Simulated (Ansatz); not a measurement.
Species: CHClF, charge 0, doublet. CHClF (SMILES F[CH]Cl, doublet).
B3LYP-D3(BJ)/def2-TZVP minimum from Ansatz (a quantum-chemistry and plane-wave program):
```xyz
4

F     -1.3835     0.7254    -0.0085
C     -0.6664    -0.3993    -0.0269
Cl     1.0283    -0.1756     0.0564
H     -1.0305    -1.1481    -0.7207
```
Charge 0, spin multiplicity 2.

Wanted: atomisation energy (electronic, to ground-state atoms), in kcal/mol. Open shells are spin-unrestricted; no spin-orbit coupling. CBS(X,Y): correlation extrapolated as X^-3, Hartree-Fock from the larger set (Q,5: extrapolated as (X+1)exp(-9√X)). A bracket is a step between two methods taken in the basis named. The functionals are non-relativistic, so their misses hold any scalar relativity. Double hybrids freeze cores in their MP2 part. '+ core + X2C': CCSD(T) terms for core correlation (cc-pwCVTZ, 1s frozen past Ne) and scalar relativity (cc-pVTZ-DK). Where a partner has so few electrons that a lower coupled-cluster level is exact, that level stands in.

CCSD(T)/CBS(cc-pV(Q+d)Z,cc-pV(5+d)Z) + [CCSDT(Q) - CCSD(T)]/cc-pV(D+d)Z + core + X2C (Ansatz) gives 297.1 kcal/mol.

Task: What does PBE/def2-TZVPD (Ansatz) give here, and how do the other levels compare?

Result: PBE gives 314.2 kcal/mol, 17.1 kcal/mol above it. Differences of the others: r2SCAN/def2-TZVPD (Ansatz) 6.6; B3LYP/def2-TZVPD (Ansatz) -2.4; PBE0/def2-TZVPD (Ansatz) 4.7; wB97M-V/def2-TZVPD (Ansatz) 0.7; B2PLYP/def2-TZVPD (Ansatz) -3.9; CCSD(T)/CBS(cc-pV(Q+d)Z,cc-pV(5+d)Z) + core + X2C (Ansatz) -0.6 kcal/mol. Nearer than PBE: r2SCAN/def2-TZVPD, B3LYP/def2-TZVPD, PBE0/def2-TZVPD, wB97M-V/def2-TZVPD, B2PLYP/def2-TZVPD, CCSD(T)/CBS(cc-pV(Q+d)Z,cc-pV(5+d)Z) + core + X2C.
